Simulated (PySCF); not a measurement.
# Name the molecule from its bond curve

A diatomic of charge 0 contains Sn. Its singlet curve at PBE0 in a triple-zeta basis (scalar-relativistic core potentials, PySCF), in eV from the separated fragments:

```json
{"R (Å)": "1.574", "E (eV)": "-3.313"}
{"R (Å)": "1.647", "E (eV)": "-4.409"}
{"R (Å)": "1.720", "E (eV)": "-5.001"}
{"R (Å)": "1.775", "E (eV)": "-5.205"}
{"R (Å)": "1.830", "E (eV)": "-5.257"}
{"R (Å)": "1.885", "E (eV)": "-5.194"}
{"R (Å)": "1.958", "E (eV)": "-4.977"}
{"R (Å)": "2.050", "E (eV)": "-4.565"}
{"R (Å)": "2.159", "E (eV)": "-3.952"}
{"R (Å)": "2.306", "E (eV)": "-3.057"}
```

The fit gives ωe = 870 cm⁻¹ and the rotational constant Bₑ = 0.3588 cm⁻¹.

Which atom is the partner?

The minimum lies at 1.825 Å, so the reduced mass is 16.8576 u Å² cm⁻¹/(Bₑ·Re²) = 14.11 u. With Sn at 119.90 u the partner weighs about 16.0 u: O. The molecule is SnO.

Spin–orbit coupling is left out.
